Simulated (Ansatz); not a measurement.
Computed with Ansatz on PBE0-D4/def2-TZVP structures; ΔE is electronic, products minus reactants. CCSD(T)/CBS is the MP2 limit (def2-TZVPP, def2-QZVPP) plus CCSD(T) − MP2 in def2-TZVPP, frozen cores. This one scheme is used for every species, atoms too. Functionals use def2-TZVPP. B3LYP here is the variant with VWN-RPA as its local correlation; programs differ in this. Open shells (•) are unrestricted, without spin–orbit coupling. Spin–orbit coupling would lower the free atoms: clearly for Br. For Br outer-core shells are correlated without core-valence functions, so the limit isn't a true one: a few kJ/mol of doubt a bond, and 10 to 20 or more in all where bonds break to atoms. Scalar relativity is left out up to krypton. Each species was taken in one conformer, which may not be the lowest.

`N[Si](F)(F)Br` → Br• + `N[Si](F)F`•  (homolysis of the Br–Si bond)

`N[Si](F)(F)Br`:

Z-matrix (Å, degrees):
```
Si
F 1 1.579
F 1 1.582 2 104.6
N 1 1.674 2 109.0 3 123.7
Br 1 2.187 2 111.1 3 -114.9
H 4 1.006 1 122.5 2 -41.1
H 4 1.005 1 122.3 2 155.2
```

`N[Si](F)F`•:

Z-matrix (Å, degrees):
```
N
Si 1 1.704
H 1 1.009 2 119.3
H 1 1.009 2 119.3 3 -142.7
F 2 1.594 1 107.1 3 -167.1
F 2 1.594 1 107.1 3 -50.2
```

CCSD(T)/CBS gives +107.1 kcal/mol.

(1) Another level gave +78.5 kcal/mol. Which?
A. HF/def2-TZVPP
B. BHLYP/def2-TZVPP
C. CAM-B3LYP-D4/def2-TZVPP
D. B3LYP-D4/def2-TZVPP

Largest T1 diagnostic among the species: 0.014.

Answers

(1) A. HF/def2-TZVPP 78.5, BHLYP 97.4, B3LYP-D4 99.6, CAM-B3LYP-D4 100.6 kcal/mol.

At CCSD(T), def2-SVP lies −9.4 kcal/mol from the extrapolated value and def2-TZVPP −4.6 kcal/mol: correlation converges slowly with the basis, and small sets miss more of it in the bonded molecule than in its fragments. From PBE to PBE0 (25 % exact exchange), in def2-TZVPP and without D4, ΔE moves by +1.4 kcal/mol.

CCSD(T)/CBS has its own doubt, a few kJ/mol and more with outer-core shells, so smaller differences from it don't rank the levels.
